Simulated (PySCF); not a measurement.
# Reading the logs of faulty runs: BGeH6N2

All numbers below are calculated, not measured. They come from PySCF 2.14.0, an open-source quantum chemistry program, on an isolated molecule that a program drew, which may never have been made. The molecule is BGeH6N2 (charge 0, doublet), drawn as the SMILES string `[BH][NH][GeH2][NH2]`.

Each row is a Hartree-Fock (HF) and frozen-core CCSD(T) single point in the cc-pVDZ basis, meant for a local HF minimum. Run 1 is clean. Each other run has one planted mistake out of seven kinds, and not every kind appears here: one electron removed, one electron added, multiplicity raised by two, geometry at a saddle point, minimal basis STO-3G, one bond length entered in bohr, all coordinates scaled. The reference is restricted for singlets and unrestricted otherwise, and also for a bond in bohr. Adding or removing an electron swaps singlet and doublet. Electrons count all cores. HOMO and LUMO are orbital energies over both spins, the gradient is its largest component, and the lowest frequency (negative if imaginary) is given only where the gradient is small. Bond lengths are over the 9 bonds as drawn. T1 is the CCSD diagnostic: over 0.02 (restricted) or 0.045 (unrestricted) a single reference is doubtful. Germanium has the cc-pVDZ-PP basis, with a core potential (ECP10MDF) in place of its 10 inner electrons, and its 3s, 3p and 3d shells are frozen in CCSD(T).

Geometry of the clean run:
```xyz
10
BGeH6N2, angstrom
B     1.0171   -2.6604    2.1573
N     0.4756   -1.3884    2.0373
Ge    1.2272    0.0845    1.1642
N     0.4601    0.4679   -0.4520
H     2.0791   -2.9943    1.7025
H    -0.4213   -1.2366    2.4631
H     2.6906   -0.2624    0.9395
H     1.0039    1.3030    2.0580
H     0.5024   -0.2746   -1.1291
H    -0.4879    0.8002   -0.4083
```

| run | electrons | basis functions | <S^2> | HOMO (eV) | LUMO (eV) | gradient (hartree/bohr) | lowest frequency (cm^-1) | mean bond (Å) | longest bond (Å) | T1 | HF (hartree) | CCSD(T) (hartree) | mistake |
|---|---|---|---|---|---|---|---|---|---|---|---|---|---|
| 1 | 57 | 95 | 0.756 | -8.32 | 3.47 | 2.1e-05 | 38 | 1.3726 | 1.870 | 0.0145 | -430.45346 | -431.01762 | no fault |
| 2 | 57 | 95 | 1.729 | -8.26 | 1.60 | 1.9e-02 | - | 1.5535 | 3.457 | 0.0191 | -430.35765 | -430.88680 | one bond length entered in bohr |
| 3 | 57 | 95 | 0.757 | -8.42 | 3.30 | 2.3e-02 | - | 1.4097 | 1.920 | 0.0156 | -430.44660 | -431.01712 | all coordinates scaled |
| 4 | 58 | 95 | 0.000 | 1.21 | 8.03 | 7.1e-02 | - | 1.3726 | 1.870 | 0.0188 | -430.36194 | -430.96349 | one electron added |
| 5 | 56 | 95 | 0.000 | -15.36 | -5.88 | 1.2e-01 | - | 1.3726 | 1.870 | 0.0217 | -430.19122 | -430.75647 | ? |
| 6 | 57 | 95 | 3.764 | -2.96 | -0.08 | 8.1e-02 | - | 1.3726 | 1.870 | 0.0249 | -430.23023 | -430.77752 | ? |

**Which mistake was planted in run 5, and what did it cost?**

It counts 56 electrons, one fewer than the clean run, at the same geometry and basis. So the mistake is: one electron removed. Subtracting run 1 and multiplying by 627.51 kcal/mol a hartree, the energy moved by 164.6 kcal/mol in HF and 163.9 kcal/mol in CCSD(T).

**Which mistake was planted in run 6, and what did it cost?**

Electrons, basis and geometry are unchanged, and <S^2> is 3.764, beside S(S+1) = 3.75 for a multiplicity of 4. So the mistake is: multiplicity raised by two. Subtracting run 1 and multiplying by 627.51 kcal/mol a hartree, the energy moved by 140.1 kcal/mol in HF and 150.7 kcal/mol in CCSD(T).

Cautions from the logs. Run 4: the HOMO is above zero, so the electron isn't bound and the energy depends on the basis; run 5: T1 is over the limit, so its CCSD(T) energy is less reliable.
